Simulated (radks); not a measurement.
Initial-state core-level shifts of the technetium ion Tc+ when its valence configuration changes from [Kr] 4d5 5s1. Calculated with a radial shooting solver on a logarithmic mesh with Libxc functionals: scalar-relativistic Kohn-Sham, r2SCAN, spin-polarised, spherical densities, finite nucleus; open shells are filled with parallel spins first (spin-orbit coupling, left out, can overturn this in heavy ions); meta-GGA in the generalised Kohn-Sham scheme; Fermi nuclear charge, rms radius 4.4112 fm. Shifts are changes of the shell-averaged eigenvalues in eV (positive: less bound); the change of the density at the nucleus, which sets a Mossbauer isomer shift, is in e/bohr^3, on a base of 1.022e+05.

| valence | 1s | 3d | 4s | 4p | density at nucleus |
|---|---|---|---|---|---|
| 4d6 | +3.485 | +3.713 | +3.358 | +3.125 | -21.02 |
| 4d4 5s2 | -4.715 | -4.885 | -4.394 | -4.176 | +19.96 |
| 4d5 5p1 | -1.284 | -1.255 | -1.286 | -1.289 | -18.62 |
| 4d5 5s0.5 5p0.5 | -0.648 | -0.635 | -0.649 | -0.650 | -9.41 |
| 4d4 5s1 5p1 | -5.684 | -5.870 | -5.358 | -5.114 | +4.62 |
| 4d3 5s2 5p1 | -10.787 | -11.145 | -9.921 | -9.417 | +28.71 |
| 4d4.5 5s1.5 | -2.368 | -2.449 | -2.228 | -2.127 | +9.02 |
| 4d2.5 5s1.5 5p2 | -14.311 | -14.773 | -13.078 | -12.408 | +23.68 |
| 4d4 5s0.5 5p1.5 | -6.306 | -6.479 | -5.971 | -5.723 | -5.40 |
